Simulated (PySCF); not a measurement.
Compound: 2,5-dimethylpyrrole, C6H9N.
SMILES: `Cc1ccc(C)[nH]1`

Level of theory: PBE0-D3(BJ)/def2-SVP geometry optimisation, gas phase in PySCF.

Masses are those of the commonest isotopes; rigid-rotor values at the optimised geometry. 

What are A, B and C (MHz)?

Ia = 80.23, Ib = 249.73, Ic = 323.59 u·Å²; 505379 MHz·u·Å²/I gives A = 6299, B = 2024, C = 1562 MHz.

Classify the top.

An asymmetric top; Ray's κ = -0.805.

Is it planar, by Δ = Ic − Ia − Ib?

Not planar: Δ = Ic − Ia − Ib = -6.37 u·Å². For a rigid frame Δ = −2 Σ m c², so Σ m c² = 3.19 u·Å² lies off the ab plane, practically all of it from hydrogen. The atom farthest from that plane is 0.89 Å away.

Give the coordinates in the principal-axis frame, origin at the centre of mass.

The sense of each axis is arbitrary; atoms in the order of the calculation.
```json
{"atom": "C1", "mass (u)": "12.000", "a (Å)": "-2.497", "b (Å)": "-0.640", "c (Å)": "-0.001"}
{"atom": "C2", "mass (u)": "12.000", "a (Å)": "-1.132", "b (Å)": "-0.048", "c (Å)": "0.000"}
{"atom": "C3", "mass (u)": "12.000", "a (Å)": "-0.712", "b (Å)": "1.267", "c (Å)": "0.000"}
{"atom": "C4", "mass (u)": "12.000", "a (Å)": "0.712", "b (Å)": "1.267", "c (Å)": "0.000"}
{"atom": "C5", "mass (u)": "12.000", "a (Å)": "1.132", "b (Å)": "-0.048", "c (Å)": "0.001"}
{"atom": "C6", "mass (u)": "12.000", "a (Å)": "2.497", "b (Å)": "-0.640", "c (Å)": "-0.001"}
{"atom": "N7", "mass (u)": "14.003", "a (Å)": "0.000", "b (Å)": "-0.824", "c (Å)": "0.001"}
{"atom": "H8", "mass (u)": "1.008", "a (Å)": "-3.250", "b (Å)": "0.159", "c (Å)": "-0.002"}
{"atom": "H9", "mass (u)": "1.008", "a (Å)": "-2.680", "b (Å)": "-1.268", "c (Å)": "-0.890"}
{"atom": "H10", "mass (u)": "1.008", "a (Å)": "-2.682", "b (Å)": "-1.267", "c (Å)": "0.888"}
{"atom": "H11", "mass (u)": "1.008", "a (Å)": "-1.368", "b (Å)": "2.135", "c (Å)": "-0.001"}
{"atom": "H12", "mass (u)": "1.008", "a (Å)": "1.368", "b (Å)": "2.135", "c (Å)": "0.000"}
{"atom": "H13", "mass (u)": "1.008", "a (Å)": "2.680", "b (Å)": "-1.266", "c (Å)": "-0.891"}
{"atom": "H14", "mass (u)": "1.008", "a (Å)": "2.680", "b (Å)": "-1.270", "c (Å)": "0.887"}
{"atom": "H15", "mass (u)": "1.008", "a (Å)": "3.250", "b (Å)": "0.158", "c (Å)": "0.000"}
{"atom": "H16", "mass (u)": "1.008", "a (Å)": "0.000", "b (Å)": "-1.835", "c (Å)": "0.001"}
```

Where do the levels up to J = 2 lie, in MHz?

Above 0(0,0):
J = 1: 1(0,1) 3585, 1(1,1) 7861, 1(1,0) 8323
J = 2: 2(0,2) 10721, 2(1,2) 14570, 2(1,1) 15956, 2(2,1) 28783, 2(2,0) 28818
The levels of one J sum to (2J + 1)J(J + 1)(A + B + C)/3.

Predict some low-J microwave lines.

The dipole components are |μa| = 0.00 D, |μb| = 2.13 D, |μc| = 0.00 D; the symmetry axis of this C2v structure is b, so μa and μc vanish by symmetry and there are no a-type or c-type lines. Some lines, for components of 0.1 D or more:

```
type  branch         J(Ka,Kc)    MHz  lower level (cm⁻¹)
   b       R  2(0,2) ← 1(1,1)   2860               0.262
   b       Q  2(1,1) ← 2(0,2)   5235               0.358
   b       Q  3(1,2) ← 3(0,3)   6045               0.712
   b       R  3(0,3) ← 2(1,2)   6767               0.486
   b       R  2(1,2) ← 1(0,1)  10985               0.120
   b       Q  2(2,0) ← 2(1,1)  12863               0.532
   b       R  3(1,3) ← 2(0,2)  13891               0.358
   b       Q  2(2,1) ← 2(1,2)  14213               0.486
   b       Q  3(2,2) ← 3(1,3)  14927               0.821
   b       R  2(2,1) ← 1(1,0)  20460               0.278
   b       R  2(2,0) ← 1(1,1)  20957               0.262
   b       Q  3(3,0) ← 3(2,1)  22380               1.325
   b       R  3(2,2) ← 2(1,1)  23584               0.532
   b       R  3(2,1) ← 2(1,2)  25145               0.486
   b       R  3(3,1) ← 2(2,0)  33276               0.961
```

Estimate the classical rotational partition function at 10 K, 50 K and 500 K.

Point group C2v, symmetry number σ = 2; q = (√π/σ)·√((kT/h)³/(ABC)), k/h = 20836.6 MHz/K: 597 at 10 K, 6680 at 50 K, 211000 at 500 K.

Whether it is a minimum is left open (no frequencies). Constants of a rigid frame at the computed geometry: no zero-point averaging, no centrifugal distortion. A rigid rotor knows nothing of internal rotation, which can split or shift real lines. Quadrupole hyperfine structure (14N) is left out.

On one thread of an Arm Neoverse V2, no GPU, shared host, this took 27 s. That covers the optimisation of the geometry.
